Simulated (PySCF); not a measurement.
Li(Me) (CH3Li), SMILES [Li][CH3]. Atoms are numbered in the order given.

```xyz
5

Li     0.0000     0.0000    -1.5818
C      0.0000     0.0000     0.3870
H      0.8782     0.5071     0.8078
H      0.0000    -1.0141     0.8078
H     -0.8782     0.5071     0.8078
```
Charge 0, spin multiplicity 1.

Geometry: B3LYP-D3(BJ)/def2-TZVPD. The isomer is the one that the SMILES or the coordinates give; other isomers of the formula were not compared.

Computed with TDDFT-PBE/def2-TZVPD (PySCF 2.14.0).

Vertical excitations; the highest root listed may be one member of a degenerate set. Gas-phase values at a fixed geometry. State labels are in the subgroup Cs.

Q: Give excitation energies, oscillator strengths and character. (Estimate from the structure and the level; the computed values follow.)

A: 
```tsv
state	symmetry	energy (eV)	λ (nm)	f	main pairs
S1	A'	2.54	488	0.090	HOMO→LUMO 99 %
S2	A'	3.65	340	0.076	HOMO→LUMO+2 (degenerate set)
S3	A"	3.65	340	0.076	HOMO→LUMO+1 (degenerate set)
S4	A'	4.17	298	0.016	HOMO→LUMO+3 99 %
S5	A'	5.35	232	0.001	HOMO→LUMO+4 100 %
S6	A"	5.48	226	0.034	HOMO→LUMO+5 (degenerate set)
S7	A'	5.48	226	0.034	HOMO→LUMO+6 (degenerate set)
S8	A"	5.89	211	0.008	HOMO−1→LUMO (degenerate set)
S9	A'	5.89	211	0.008	HOMO−2→LUMO (degenerate set)
S10	A'	6.46	192	0.028	HOMO→LUMO+7 98 %
T1	A'	2.02	614	0	HOMO→LUMO 100 %
T2	A'	3.46	358	0	HOMO→LUMO+2 (degenerate set)
T3	A"	3.46	358	0	HOMO→LUMO+1 (degenerate set)
T4	A'	4.04	307	0	HOMO→LUMO+3 100 %
```
Triplets are in the Tamm–Dancoff approximation, which puts them higher than full response would, so one can lie above its singlet here.
